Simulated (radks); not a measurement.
The mean radii <r> (bohr) of the occupied orbitals of an atom or ion are listed with their occupations. Calculated with a radial shooting solver on a logarithmic mesh with Libxc functionals: scalar-relativistic Kohn-Sham, HCTH/407, spin-unpolarised, spherical densities, point nucleus.

orbital  occ.     <r>
1s          2  0.1114
2s          2  0.5660
2p          6  0.5346
3s          2   2.060
3p          1   2.470

Name the element and its charge.

Answer. Z = 14, silicon, charge +1: Si+ in [Ne] 3s2 3p1. The 1s radius gives Z: for a bare nucleus <r> = (2 gamma + 1)/(2Z) with gamma = sqrt(1 - (Z/c)^2), 0.1068 bohr for Z = 14, and screening makes it slightly larger (0.1114 here). The occupations add up to 13, and the charge is Z minus that.
